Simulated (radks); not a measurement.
Results of a calculation; reference values are marked as such.
Problem. The mean radii <r> (bohr) of the occupied orbitals of an atom or ion are listed with their occupations. Code: a radial shooting solver on a logarithmic mesh with Libxc functionals. Model: scalar-relativistic Kohn-Sham, LDA (Slater exchange, Perdew-Wang correlation), spin-polarised, spherical densities, finite nucleus; Fermi nuclear charge, rms radius of each element as measured or else 0.836 A^(1/3) + 0.57 fm.

| orbital | occ. | <r> |
|---|---|---|
| 1s up | 1 | 0.1772 |
| 1s down | 1 | 0.1766 |
| 2s up | 1 | 0.8737 |
| 2s down | 1 | 0.8918 |
| 2p up | 2 | 0.8176 |

Name the element and its charge. Open shells, if any, are filled with parallel spins first.

Solution. Z = 9, fluorine, charge +3: F3+ in [He] 2s2 2p2. The 1s radius gives Z: for a bare nucleus <r> = (2 gamma + 1)/(2Z) with gamma = sqrt(1 - (Z/c)^2), 0.1664 bohr for Z = 9, and screening makes it slightly larger (0.1772 here). The occupations add up to 6, and the charge is Z minus that.
